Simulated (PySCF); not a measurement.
Sn(F)2(OH)(NH2) (F2H3NOSn), SMILES [F][Sn]([F])([NH2])[OH].

Coordinates come from a PBE0-D3(BJ)/def2-SVP optimisation. The structure was generated by enumeration; whether it is a known compound was not checked. The def2 effective core potentials stand for the cores of Sn; spin–orbit coupling is left out. The values are those of a single conformer.

Computed with PBE0-D3(BJ)/def2-SVP (PySCF).

Frequencies are harmonic and unscaled.

```json
[
 {"mode": "1", "ν (cm⁻¹)": "82", "IR (km/mol)": "19.9", "moving atoms (share of kinetic energy)": "H 45 %, F 25 %, N 21 %, O 10 %"},
 {"mode": "2", "ν (cm⁻¹)": "138", "IR (km/mol)": "3.8", "moving atoms (share of kinetic energy)": "F 33 %, H 25 %, O 24 %, N 16 %"},
 {"mode": "3", "ν (cm⁻¹)": "143", "IR (km/mol)": "26.3", "moving atoms (share of kinetic energy)": "H 62 %, O 19 %, N 10 %"},
 {"mode": "4", "ν (cm⁻¹)": "166", "IR (km/mol)": "11.1", "moving atoms (share of kinetic energy)": "F 31 %, H 29 %, N 24 %, Sn 15 %"},
 {"mode": "5", "ν (cm⁻¹)": "182", "IR (km/mol)": "29.9", "moving atoms (share of kinetic energy)": "F 52 %, Sn 17 %, N 12 %, H 9 %, O 9 %"},
 {"mode": "6", "ν (cm⁻¹)": "190", "IR (km/mol)": "42.0", "moving atoms (share of kinetic energy)": "F 53 %, Sn 20 %, O 17 %"},
 {"mode": "7", "ν (cm⁻¹)": "226", "IR (km/mol)": "126.8", "moving atoms (share of kinetic energy)": "H 52 %, O 26 %, F 19 %"},
 {"mode": "8", "ν (cm⁻¹)": "527", "IR (km/mol)": "123.3", "moving atoms (share of kinetic energy)": "H 48 %, N 47 %"},
 {"mode": "9", "ν (cm⁻¹)": "635", "IR (km/mol)": "36.1", "moving atoms (share of kinetic energy)": "F 55 %, O 24 %, H 12 %, N 8 %"},
 {"mode": "10", "ν (cm⁻¹)": "654", "IR (km/mol)": "59.5", "moving atoms (share of kinetic energy)": "F 76 %, Sn 15 %"},
 {"mode": "11", "ν (cm⁻¹)": "665", "IR (km/mol)": "91.0", "moving atoms (share of kinetic energy)": "O 54 %, F 28 %, Sn 16 %"},
 {"mode": "12", "ν (cm⁻¹)": "680", "IR (km/mol)": "54.5", "moving atoms (share of kinetic energy)": "N 36 %, H 29 %, Sn 15 %, F 14 %"},
 {"mode": "13", "ν (cm⁻¹)": "861", "IR (km/mol)": "25.2", "moving atoms (share of kinetic energy)": "H 92 %"},
 {"mode": "14", "ν (cm⁻¹)": "897", "IR (km/mol)": "69.3", "moving atoms (share of kinetic energy)": "H 90 %"},
 {"mode": "15", "ν (cm⁻¹)": "1531", "IR (km/mol)": "17.6", "moving atoms (share of kinetic energy)": "H 92 %, N 8 %"},
 {"mode": "16", "ν (cm⁻¹)": "3554", "IR (km/mol)": "37.3", "moving atoms (share of kinetic energy)": "H 96 %"},
 {"mode": "17", "ν (cm⁻¹)": "3662", "IR (km/mol)": "45.7", "moving atoms (share of kinetic energy)": "H 91 %, N 9 %"},
 {"mode": "18", "ν (cm⁻¹)": "3879", "IR (km/mol)": "105.5", "moving atoms (share of kinetic energy)": "H 94 %"}
]
```
